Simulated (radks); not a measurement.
All-electron atom: Dy+ in [Kr] 4d10 4f11 5s1 5p6 6s1 (not the ground configuration). All-electron calculation, scalar-relativistic Kohn-Sham, r2SCAN, spin-polarised, spherical densities, finite nucleus; open shells are filled with parallel spins first (spin-orbit coupling, left out, can overturn this in heavy ions); meta-GGA in the generalised Kohn-Sham scheme; Fermi nuclear charge, rms radius 5.2218 fm. Program: a radial shooting solver on a logarithmic mesh with Libxc functionals.

Local quantities along the radius. ELF = 1/(1 + alpha^2) is the electron localisation function; alpha = (tau - tau_W)/tau_unif compares the Pauli kinetic energy density with that of the uniform gas (summed over spins). tau is taken from the large components.

r (bohr)	ELF	alpha
0.0007612	0.999	0.02358
0.001032	0.999	0.02392
0.001409	0.999	0.02499
0.00191	0.999	0.02704
0.00261	0.999	0.03073
0.003537	0.999	0.03686
0.004832	0.998	0.04790
0.006548	0.995	0.06790
0.008946	0.988	0.1098
0.01212	0.961	0.2023
0.01656	0.839	0.4377
0.02245	0.526	0.9490
0.03067	0.327	1.433
0.04156	0.477	1.048
0.05678	0.719	0.6250
0.07695	0.687	0.6750
0.1051	0.379	1.279
0.1425	0.456	1.093
0.1946	0.733	0.6034
0.2638	0.527	0.9466
0.3604	0.259	1.692
0.4884	0.683	0.6809
0.6619	0.642	0.7463
0.9043	0.335	1.410
1.226	0.408	1.203
1.674	0.504	0.9928
2.269	0.227	1.848
3.1	0.119	2.720
4.201	0.467	1.068
5.74	0.574	0.8616
7.779	0.122	2.677
10.63	0.001	44.11

On this mesh the ELF has minima near r = 0.031, 0.12, 0.36, 1.1, 2.7 bohr, which separate the shells, and maxima near 0.066 (0.74), 0.19 (0.73), 0.57 (0.72), 1.4 (0.50), 4.9 (0.59).
